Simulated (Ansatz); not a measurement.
An input meant for Sn(CF3)H3 (CH3F3Sn) (charge 0, singlet; scaled by 1.12).

```yaml
crystal:
  periodic: [false, false, false]
  atoms:
    - {symbol: Sn, position_ang: [0.069917, -0.237320, -1.384422]}
    - {symbol: C, position_ang: [0.156283, -0.075980, 1.232794]}
    - {symbol: F, position_ang: [-1.355537, -0.018743, 1.644962]}
    - {symbol: F, position_ang: [0.858183, 0.983406, 1.641680]}
    - {symbol: F, position_ang: [0.580429, -1.493360, 1.705880]}
    - {symbol: H, position_ang: [1.892498, -0.035919, -1.770727]}
    - {symbol: H, position_ang: [-1.025352, 1.655308, -1.751092]}
    - {symbol: H, position_ang: [-0.954642, -1.691311, -1.693719]}
basis:
  gaussian: {orbitals: STO-3G}
hamiltonian: {xc: {name: r2SCAN}, dispersion: d4}
scf: {lower_state_search: off}
relax: {f_tol: 0.0001, max_steps: 2}
output: {forces: true}
```

```sh
$ ansatz run in.yaml --threads 4 --pin off --events-out ev --progress --plain --max-ram 3916MiB
```

It prints (some lines left out):

```
Functional definition: r2SCAN
730 factors; integrals over basis functions are off by at most 1.4e-5 eV
mean field evaluation 1: about -171426.6126 eV, gradient 2.5e1 eV
mean field evaluation 2: about -171417.3738 eV, gradient 6.2e1 eV
mean field evaluation 4: about -171429.0472 eV, gradient 3.1e0 eV
mean field evaluation 8: about -171428.9223 eV, gradient 1.5e-1 eV
mean field evaluation 16: about -171428.9224 eV, gradient 5.0e-6 eV
mean field -171428.92236294 eV, -6299.8966981412 hartree, gradient 2.6e-6 eV, S^2 0.000000; 0 other end points of the search recorded, 0 dependent functions left out
reference -171428.92236805 eV, -6299.8966983288 hartree; 43, 43 occupied and 7, 7 virtual orbitals, 730 factors
relax step   1: F+E_penalty+E_count = -171428.95980100 eV  Δ(F+E_penalty+E_count) = +0.000e0 eV  max|allowed force component| = 5.527e0 eV/Å  Δτ_max = 0.0000 Å  (15 SCF iters, accepted)
730 factors; integrals over basis functions are off by at most 1.6e-5 eV
mean field -171431.73102913 eV, -6299.9999147199 hartree, gradient 3.2e-6 eV, S^2 0.000000; 0 other end points of the search recorded, 0 dependent functions left out
reference -171431.73103399 eV, -6299.9999148985 hartree; 43, 43 occupied and 7, 7 virtual orbitals, 730 factors
relax step   2: F+E_penalty+E_count = -171431.76534144 eV  Δ(F+E_penalty+E_count) = -2.806e0 eV  max|allowed force component| = 2.762e0 eV/Å  Δτ_max = 0.1950 Å  (23 SCF iters, accepted)
Error: geometry relaxation did not converge after 2 steps: max|allowed force component| = 2.76e0 eV/Å (threshold 1.0e-4). Raise `relax.max_steps` over both its present limit and 2, loosen `relax.f_tol`, or start from a geometry closer to equilibrium. Where this run's directory can be resumed (`checkpoint.write`), a resume goes on for up to `relax.max_steps` more
```

Question: Something in this input is off. What?

Answer: The relaxation is allowed too few steps for its threshold. The SCF steps converged, but the relaxation ran out of steps.
